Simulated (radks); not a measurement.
Task: These are the eigenvalues of the occupied orbitals of an atom or ion with whole-number occupations (eV). Method: Dirac Kohn-Sham, PBE, spin-unpolarised, spherical densities, point nucleus; computed with a radial shooting solver on a logarithmic mesh with Libxc functionals.

orbital  eigenvalue
1s1/2     -62121.90
2s1/2     -14128.93
2p1/2     -13744.49
2p3/2     -12791.11

Which element is it, and in what charge state? The configuration may be excited. Open shells, if any, are shared by 2j + 1.

Result: Z = 68, erbium, charge +58: Er58+ in [Ne]. The list shows which subshells hold electrons but not how many an open one holds; the 1s level, -2282.9 hartree, gives Z - s = 67.6 by -(Z - s)^2/2, which with screening and relativity narrows Z to a few neighbours, and the depths of the outer levels then fix element, charge and occupations together.
